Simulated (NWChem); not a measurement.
Species: GaO, doublet; SMILES [O]=[Ga]

```xyz
2

Ga     0.0000     0.0000    -0.3680
O      0.0000     0.0000     1.3389
```
Atoms are numbered in this order, from 1.

Program: NWChem. Spin-unrestricted. Structure relaxed at the PBE0/def2-SVP, spin-unrestricted level. No stability test was run on the SCF state. Vzz is the largest principal value of the second derivative of the potential at the nucleus (NWChem prints the opposite sign); η is the asymmetry. Non-relativistic.

```csv
level,Vzz Ga1 (a.u.),η Ga1,Vzz O2 (a.u.),η O2
B3LYP/cc-pVTZ,-1.456,0.00,1.934,0.00
B3LYP/def2-TZVP,-1.527,0.00,1.930,0.00
CAM-B3LYP/def2-SVP,-1.079,0.00,1.924,0.00
CAM-B3LYP/def2-TZVP,[?],0.00,[?],0.00
```

Q: Some entries are withheld; supply them.

A: 
- CAM-B3LYP/def2-TZVP, Vzz Ga1 (a.u.): -1.619
- CAM-B3LYP/def2-TZVP, Vzz O2 (a.u.): 2.022
